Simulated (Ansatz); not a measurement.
Basis sets compared for the cluster PdCl₂ (the lowest singlet isomer of a short search). Total charge 0; singlet. Geometry r2SCAN-D4/def2-TZVP. Ansatz on 4 threads of Arm Neoverse V1 on a shared host; times are rough, and most runs start from earlier orbitals.

```xyz
3

Pd    0.239    0.482    0.751
Cl   -0.623   -1.500    0.593
Cl    0.384    1.018   -1.343
```

In the def2 sets Pd takes a core potential; there is no spin–orbit coupling. At PBE0-D4/def2-TZVP a triplet of charge 0 lies 0.15 eV below the restricted singlet, each at its own geometry. The structure comes from a short search, and lower isomers may exist.

```json
{"level": "PBE-D4/def2-SVP", "functions": "67", "energy (Eh)": "-1047.6574", "HOMO (eV)": "-6.41", "LUMO (eV)": "-5.78", "wall time": "0.5 s"}
{"level": "PBE-D4/def2-TZVP", "functions": "114", "energy (Eh)": "-1048.0152", "HOMO (eV)": "-6.53", "LUMO (eV)": "-5.86", "wall time": "0.7 s"}
{"level": "r2SCAN-D4/def2-TZVP (with forces)", "functions": "114", "energy (Eh)": "-1048.3469", "HOMO (eV)": "-6.81", "LUMO (eV)": "-5.88", "wall time": "1.9 s"}
{"level": "PBE0-D4/def2-SVP", "functions": "67", "energy (Eh)": "-1047.6913", "HOMO (eV)": "-7.97", "LUMO (eV)": "-4.94", "wall time": "0.7 s"}
{"level": "PBE0-D4/def2-TZVP", "functions": "114", "energy (Eh)": "-1048.0444", "HOMO (eV)": "-8.06", "LUMO (eV)": "-4.99", "wall time": "1.4 s"}
```

**Question.** Estimate the rows for PBE-D4/def2-TZVPD, r2SCAN-D4/def2-TZVPD, PBE0-D4/def2-TZVPD.

**Answer.** 
```
               level  functions  energy (Eh)  HOMO (eV)  LUMO (eV)  wall time
   PBE-D4/def2-TZVPD        132   -1048.0167      -6.58      -5.91     0.85 s
r2SCAN-D4/def2-TZVPD        132   -1048.3479      -6.84      -5.91      2.1 s
  PBE0-D4/def2-TZVPD        132   -1048.0455      -8.09      -5.03      1.2 s
```
